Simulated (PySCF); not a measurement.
## Multinuclear NMR of C7H11FN2Si

Atom-mapped SMILES (the numbers label the heavy atoms): `[CH3:1][NH:2][N:3]([SiH3:4])[c:5]1[cH:6][cH:7][cH:8][c:9]([F:10])[cH:11]1`. Each H is labelled by its parent atom.

Method: shielding tensors at PBE0/pcSseg-1 (GIAO), structure optimised with GFN2-xTB, in PySCF 2.14.0 with density-fitted response routines (isolated molecule, single conformer, rapidly exchanging positions averaged, non-relativistic Hamiltonian).

Task: Predict the 19F NMR data.

Result: 
```tsv
atoms	environment	σ (ppm)	δ (ppm)
F10	aryl fluorine	288.6	-114.5
```

Shieldings were converted by a linear fit to measured shifts: 19F: δ = 146.13 − 0.903σ +14.6 on sp3 carbon (rms 6.0 ppm, 223 shifts, 7.0 ppm with the 5 outliers that the fit left out vs CFCl3, solution or neat liquid). Occasional misses reach two or three times the rms, and more in compound classes unlike the fitted ones.

On a 500 MHz spectrometer 19F resonates near 470.5 MHz, so 1 ppm is 470.5 Hz.

Task: What are the 29Si shifts?

Result: 
| atoms | environment | σ (ppm) | δ (ppm) |
| --- | --- | --- | --- |
| Si4 | silicon bonded to N, 3 H | 401.7 | -50.2 |

Shieldings were converted by a linear fit to measured shifts: 29Si (scatter 8.9 ppm rms, 25.8 ppm with the 6 outliers that the fit left out vs TMS, solution or neat liquid). Occasional misses reach two or three times the rms, and more in compound classes unlike the fitted ones.

On a 600 MHz spectrometer 29Si resonates near 119.2 MHz, so 1 ppm is 119.2 Hz.

Task: Where does 15N resonate?

Result: 
```
atoms                environment  σ (ppm)  δ (ppm)
   N3  nitrogen bonded to O or N    156.1   -291.9
   N2  nitrogen bonded to O or N    167.0   -302.0
```

Shieldings were converted by a linear fit to measured shifts: 15N (scatter 6.3 ppm rms vs CH3NO2, solution or neat liquid). Occasional misses reach two or three times the rms, and more in compound classes unlike the fitted ones.

On a 300 MHz spectrometer 15N resonates near 30.4 MHz, so 1 ppm is 30.4 Hz.
